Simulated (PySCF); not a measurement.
## Computed properties of H4Pb, SMILES [PbH4]

H4Pb, SMILES [PbH4]. Geometry: PBE0-D3(BJ)/def2-TZVPD. The def2 effective core potentials stand for the cores of Pb; spin–orbit coupling is left out. The values are those of a single conformer. All values are computed for the isolated molecule unless a solvent is named; none is compared with measurement here.

**Structure.** The optimised structure has Td symmetry. All 9 harmonic modes at PBE0-D3(BJ)/def2-TZVPD (PySCF) are real, so it is a minimum.

**Vibrations.** The strongest infrared lines (harmonic, unscaled, degenerate partners summed) lie at 1884 cm⁻¹ (682 km/mol, H 99 %), 613 cm⁻¹ (402 km/mol, H 99 %). The softest mode is at 613 cm⁻¹ and the zero-point energy is 15.3 kcal/mol.

**Electronic structure.** ωB97X/def2-TZVPD (PySCF) places the frontier levels at -11.27 and 1.03 eV, a gap of 12.30 eV, and gives a dipole moment of 0.00 D and a mean polarisability of 50.1 bohr³. PBE/def2-TZVPD (PySCF) at the same geometry gives -7.74 and -1.54 eV, so its gap is 6.10 eV narrower. An orbital gap is neither the optical nor the fundamental gap.

**Excitations.** TDA-B3LYP/def2-TZVPD (PySCF) has S1 at 7.08 eV (175 nm, f = 0.439, bright); the most intense of the 10 singlets computed lies at 7.08 eV (f = 0.44). Strengths of degenerate partners are summed. T1 (TDA) is at 5.93 eV, 1.15 eV under S1. TDA-PBE/def2-TZVPD (PySCF) puts S1 at 6.72 eV. No vertical singlet excitation falls in the visible range (under 3.1 eV).
